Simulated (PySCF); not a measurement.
Constants of RbNa, step by step

State: ¹Σ⁺, singlet, closed shell. De refers to Rb + Na. RHF-based CCSD(T) in PySCF 2.14 with Rb cc-pwCVDZ-X2C, Na cc-pCVDZ-DK and Rb cc-pwCVTZ-X2C, Na cc-pCVTZ-DK (frozen core orbitals: 15; spin-free X2C with a Gaussian nucleus). Correlation energies are extrapolated as n⁻³ (n = 2, 3), Hartree–Fock as (n+1)·exp(−9√n).

| Level | Re (Å) | ωe (cm⁻¹) | ωexe (cm⁻¹) | αe (cm⁻¹) | De (eV) |
| --- | --- | --- | --- | --- | --- |
| CCSD(T)/DZ | 3.7111 | 103.4 | 0.367 | 0.000300 | 0.592 |
| CCSD(T)/TZ | 3.6616 | 105.8 | 0.357 | 0.000282 | 0.611 |
| HF/CBS | 3.8547 | 101.1 | 0.232 | 0.000196 | -0.074 |
| MP2/CBS | 3.6000 | 112.9 | n/a | 0.000220 | 0.477 |
| CCSD/CBS | 3.6579 | 107.9 | 0.310 | 0.000245 | 0.557 |
| CCSD(T)/CBS | 3.6403 | 106.7 | n/a | 0.000275 | 0.618 |

Task: How much is left between CCSD(T)/TZ and the basis-set limit, and how much do the triples give at the limit?

Result: CCSD(T)/CBS less CCSD(T)/TZ: -21.3 mÅ in Re, +0.9 cm⁻¹ in ωe and +0.007 eV in De. CCSD(T)/CBS less CCSD/CBS: -17.6 mÅ in Re, -1.2 cm⁻¹ in ωe and +0.061 eV in De.

The T1 diagnostic is 0.014. The open-shell atoms are computed with UHF. Spin–orbit coupling, excitations beyond (T) and corrections to the Born–Oppenheimer picture are left out.

The whole job (state search and all basis sets along the bond) took about 3.6 min on 4 threads of Intel Xeon Platinum 8488C (shared host), peak memory 5.8 GiB.
